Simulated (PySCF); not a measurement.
**Basis-set dependence of excited states**

Species: C₂H₆O₂Si.
SMILES: `C1CO[SiH2]O1`

TDDFT with PBE0 (PySCF), vertical singlets, core orbitals frozen in the response, spherical d and f functions. One conformer (not necessarily the lowest) at the PBE0-D3(BJ)/def2-SVP geometry, without solvent, vibrations or thermal averaging.

Question: How do the low singlets change with the basis? Take 6-31G*, def2-SVP, def2-SVPD and def2-TZVP.

Answer: 

| basis | functions | diffuse | S1 (eV) | S2 (eV) | S3 (eV) | S4 (eV) | S5 (eV) | LUMO (eV) | α (au) |
| --- | --- | --- | --- | --- | --- | --- | --- | --- | --- |
| 6-31G* | 86 | no | 7.09 | 7.15 | 7.98 | 8.13 | 8.33 | 0.68 | 44.1 |
| def2-SVP | 104 | no | 7.31 | 7.31 | 8.04 | 8.20 | 8.53 | 0.79 | 45.9 |
| def2-SVPD | 158 | yes | 6.96 | 7.02 | 7.39 | 7.52 | 8.13 | 0.21 | 53.7 |
| def2-TZVP | 197 | no | 6.95 | 6.97 | 7.62 | 7.74 | 8.10 | 0.27 | 51.5 |

States are compared by their number. Against the only diffuse basis here (def2-SVPD, itself not a converged limit), sets without diffuse functions differ by up to 0.35 eV in S1 and 0.40 eV in S5. S1 is led by HOMO→LUMO (98%) in 6-31G* and by HOMO-1→LUMO (97%) in def2-SVPD. S1 is led by HOMO→LUMO (79%) in def2-SVP and by HOMO-1→LUMO (97%) in def2-SVPD. State by state, the largest deviation of a set without diffuse functions is S1 0.35, S2 0.29, S3 0.65, S4 0.68, S5 0.40 eV. The same number needn't mean the same state in each row. Against def2-SVPD the polarisability deviates by -18% in 6-31G*, -15% in def2-SVP, -4% in def2-TZVP.
